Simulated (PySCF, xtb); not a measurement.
BBrFH2N, SMILES NB(F)Br.

GFN2-xTB in xtb 6.7.1 at its own geometry gives an orbital gap of 5.75 eV and a dipole moment of 5.47 D.

Geometry optimised at PBE0-D3(BJ)/def2-SVP. Other conformers were not sampled.

Question: What does PBE0/def2-TZVPD run with PySCF give? (The exact figures need the calculation; the answer reports its results.)

Answer: gap 8.09 eV (levels -8.31 and -0.22 eV), dipole 2.83 D.
